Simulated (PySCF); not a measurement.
## Sb: electron affinity

Sb⁻ [Kr] 4d10 5s2 5p4 [5p1/2^2 5p3/2^2, M_J = 2] → Sb [Kr] 4d10 5s2 5p3 [5p1/2^2 5p3/2^1, M_J = 3/2], as a difference of total energies. Calculation: PySCF 2.14, in x2c-TZVPall-2c with one added diffuse shell each of s, p, d, f type (9s10p6d3f, 90 functions); the two-component X2C-1e Hamiltonian. Correlated levels: [Ar] 3d10 frozen; the 6 highest virtual spinors dropped. "Screened" scales the spin-orbit matrix elements by Boettger's factors to mimic the two-electron term; Breit and QED terms are absent.

Question: Order these methods by the electron affinity they give, lowest first.
A. GMP2 (spin-free)
B. GHF (screened spin-orbit)
C. GHF (spin-free)
D. GMP2 (screened spin-orbit)

Answer: C (-0.142 eV), B (0.000 eV), A (0.634 eV), D (0.771 eV).

The spin-free rows relax to the high-spin LS determinant and lack the spin-orbit shift.

Errors of the correlated levels include the incompleteness of this basis and the frozen core.

The labels give the starting determinants; with spin-orbit coupling the two ends relaxed to ⟨J²⟩ = 6.05, ⟨L²⟩ = 2.20, ⟨S²⟩ = 1.95 and ⟨J²⟩ = 3.75, ⟨L²⟩ = 0.07, ⟨S²⟩ = 3.71.

A negative affinity means that the anion lies above the atom at that level of theory.

For comparison: 1.047 eV (measured; photodetachment measurements, as compiled on the Wikipedia data page of electron affinities).
